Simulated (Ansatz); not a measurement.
Spectroscopic constants of CuS, multiplicity 2 (the spin of the measured ground state). No spin–orbit coupling. Cu is treated without relativity.

D_e counts from the fitted minimum to each atom's lowest state at the same level, without counterpoise.

The values were computed with Ansatz (an electronic-structure program) with Gaussian orbitals. Values without a source in brackets are computed.

Give the bond energy D_e at the level BHLYP/def2-TZVPP.

55.4 kcal/mol

Estimate the bond energy D_e that wB97X-V/def2-TZVPP returns for this input.

66.5 kcal/mol

Give the bond energy D_e at the level B3LYP/def2-TZVPP.

61.3 kcal/mol
